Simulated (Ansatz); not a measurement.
Computed with Ansatz on PBE0-D4/def2-TZVP structures; ΔE is electronic, products minus reactants. CCSD(T)/CBS adds triple-zeta CCSD(T) − MP2 to the extrapolated MP2 energy (def2 sets, frozen cores). This one scheme is used for every species. Functionals use def2-TZVPP. One conformer a species, not always the lowest.

`C[O][Al]([CH3])[Cl]` + H₂S → `[CH3][Al]([SH])[Cl]` + CH₃OH  (ligand exchange at the Al–O bond)

Problem. Is it downhill or uphill in electronic energy at CCSD(T)/CBS, and by how much? (Estimate.)

Solution. The calculation gave: Uphill: ΔE = +22.0 kJ/mol.

Problem. What do these levels give: revPBE-D4, r2SCAN-D4, BHLYP-D4, CAM-B3LYP-D4, BLYP, RPA@PBE/def2-TZVPP? (Best estimate.)

Solution. Ansatz gave: revPBE-D4 15.0, r2SCAN-D4 21.6, BHLYP-D4 28.0, CAM-B3LYP-D4 32.2, BLYP 28.5, RPA@PBE/def2-TZVPP 28.0 kJ/mol.

Largest T1 diagnostic among the species: 0.011.

At CCSD(T), def2-SVP lies +9.0 kJ/mol from the extrapolated value and def2-TZVPP +3.4 kJ/mol. In def2-TZVPP, CCSD(T) changes the Hartree–Fock value by −3.2 kJ/mol (the triples alone add −1.6 kJ/mol) and MP2 by −4.6 kJ/mol. Leaving LDA and LC-ωPBE aside and taking each functional with its dispersion term where it has one, the values, not all of them listed here, spread over 18.1 kJ/mol, from HSE06-D4 to CAM-B3LYP-D4. LDA lies +5.5 kJ/mol from PBE without D4.
